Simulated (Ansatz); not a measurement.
Reaction (formal exchange of groups at a B–I bond): `C=NBI` + `N=CC[SiH3]` → `C=NBC[SiH3]` + `N=CI`

Gas-phase electronic energies from Ansatz, PBE0-D4/def2-TZVP geometries. CCSD(T)/CBS adds triple-zeta CCSD(T) − MP2 to the extrapolated MP2 energy (def2 sets, frozen cores). DFT in def2-TZVPP. HSE06 is defined as in plane-wave codes. Elements past krypton have def2 core potentials. For I outer-core shells are correlated without core-valence functions, which leaves a few kJ/mol of doubt a bond. Each species was taken in one conformer, which may not be the lowest.

`C=NBI`:

Cartesian coordinates in Å:
```
C 0.885 0.398 0.964
N 0.174 0.000 0.029
B -0.602 -0.430 -0.983
I -2.733 -0.190 -0.843
H 1.277 1.419 0.987
H 1.143 -0.257 1.802
H -0.144 -0.939 -1.955
```

`N=CC[SiH3]`:

```xyz
11

N    -2.081    0.721   -0.605
C    -1.278   -0.231   -0.385
C     0.189   -0.279   -0.648
Si    1.180   -0.008    0.939
H    -1.598    1.510   -1.040
H    -1.697   -1.128    0.086
H     0.474   -1.258   -1.047
H     0.482    0.485   -1.376
H     2.630   -0.174    0.655
H     0.932    1.362    1.455
H     0.768   -1.000    1.966
```

`C=NBC[SiH3]`:

Cartesian coordinates in Å:
```
C -1.842 -1.143 -1.640
N -0.978 -1.084 -0.753
B -0.023 -1.017 0.214
C 0.118 0.233 1.153
Si 1.437 1.397 0.502
H -2.823 -1.594 -1.457
H -1.661 -0.747 -2.645
H 0.733 -1.946 0.284
H 0.431 -0.075 2.156
H -0.812 0.802 1.240
H 1.041 1.937 -0.827
H 1.642 2.546 1.427
H 2.738 0.691 0.346
```

`N=CI`:

Cartesian coordinates in Å:
```
N 0.289 -0.954 -0.236
C -0.062 0.206 0.053
I -0.049 0.877 2.047
H 0.225 -1.122 -1.242
H -0.403 0.993 -0.622
```

Is it downhill or uphill in electronic energy at CCSD(T)/CBS, and by how much? (Best estimate.)

The calculation gave: Uphill: ΔE = +16.8 kcal/mol.

What do these levels give: revPBE-D4, r2SCANh-D4, HSE06-D4, PBE, revPBE, r2SCAN, LC-ωPBE, HF/def2-TZVPP, CCSD/def2-TZVPP, HF/def2-QZVPP, HF/CBS(def2), CCSD/CBS(def2)? (Best estimate.)

The calculation gave: revPBE-D4 14.3, r2SCANh-D4 16.0, HSE06-D4 16.3, PBE 14.4, revPBE 14.2, r2SCAN 15.4, LC-ωPBE 17.0, HF/def2-TZVPP 19.8, CCSD/def2-TZVPP 17.2, HF/def2-QZVPP 19.7, HF/CBS(def2) 19.6, CCSD/CBS(def2) 17.2 kcal/mol.

Largest T1 diagnostic among the species: 0.014.

From BLYP to BHLYP (50 % exact exchange), in def2-TZVPP and without D4, ΔE moves by +3.8 kcal/mol. At CCSD(T), def2-SVP lies +2.1 kcal/mol from the extrapolated value and def2-TZVPP −0.0 kcal/mol. In def2-TZVPP, CCSD(T) changes the Hartree–Fock value by −3.0 kcal/mol (the triples alone add −0.5 kcal/mol) and MP2 by −2.3 kcal/mol.
